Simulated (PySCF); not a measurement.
# Ag(24+): ionisation energy

Ag(24+) [Ar] 3d5 (6S) → Ag(25+) [Ar] 3d4 (5D), as a difference of total energies. All numbers are calculated (PySCF 2.14, scalar relativity by spin-free X2C-1e, in an uncontracted even-tempered set (19 s from 2.7 bohr⁻², ratio 2.5; 12 p from 3.5 bohr⁻², ratio 2.5; 8 d from 3.5 bohr⁻², ratio 2.5; 4 f from 15 bohr⁻², ratio 2.7; 3 g from 22 bohr⁻², ratio 2.7)). Correlated levels: outer shells: [Ne] frozen; virtual orbitals above 40 to 60 times the deepest correlated orbital energy dropped. The calculations carry no spin-orbit coupling.

| method | ionisation energy (eV) |
| --- | --- |
| UHF | 1239.1 |
| LDA | 1238.1 |
| PBE | 1237.5 |
| PBE0 | 1238.4 |
| PBEsol | 1237.6 |
| MP2 (outer shells) | 1239.7 |
| SCS-MP2 (outer shells) | 1239.2 |

Question: Estimate what MN15 gives.

Answer: 1235.5 eV, closest to PBE among the rows shown.

Question: Estimate what r2SCAN gives.

Answer: 1238.7 eV, closest to UHF among the rows shown.

A first-order spin-orbit estimate (lowest level to lowest level, LS coupling) adds -4.524 eV.

Breit and QED terms and the two-electron picture change are absent.

For comparison: 1231 ± 4 eV (theoretical estimate listed by NIST; NIST Atomic Spectra Database, ionization energies).
